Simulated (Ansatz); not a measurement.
This geometry of ClFGeH₂O (6 atoms, charge 0, multiplicity 1) is a first-order saddle point.

All numbers below come from RKS PBE-D4/def2-SVP in Ansatz.

```xyz
6
Properties=species:S:1:pos:R:3
Ge -0.350 -0.009 0.522
H 0.907 -0.025 1.543
Cl 2.127 0.089 0.238
O -1.019 1.412 -0.316
H -1.220 1.191 -1.249
F -0.771 -1.370 -0.512
```

(1) Which two structures does it join? (They come from a converged band through this point; their orientation in space is the band's.)

(2) How far does it lie above each of them?

## Answers

(1) Bonds broken: Ge1–H2, Ge1–Cl3. Bonds formed: H2–Cl3. ClFGeH2O becomes ClH + FGeHO.

First end point:

```xyz
6
Properties=species:S:1:pos:R:3
Ge 0.060 -0.020 0.372
H 0.015 -0.062 1.906
Cl 2.061 0.198 -0.417
O -0.987 1.294 -0.188
H -0.944 1.406 -1.157
F -0.531 -1.529 -0.290
```

Last end point:

```xyz
6
Properties=species:S:1:pos:R:3
Ge -1.050 -0.119 0.418
H 1.886 -0.001 2.061
Cl 2.099 0.068 0.781
O -1.269 1.382 -0.557
H -1.166 1.188 -1.512
F -0.825 -1.232 -0.966
```

(2) 182.9 kJ/mol above the first and 95.2 kJ/mol above the second. This is the barrier of this one path; another mechanism may lie lower. The orbitals stay closed-shell, which can raise the energy where a bond breaks towards radicals; this wasn't checked here.

Run time: 2.3 min on 2 threads of Arm Neoverse V1, on a shared host, peak memory 0.13 GiB.
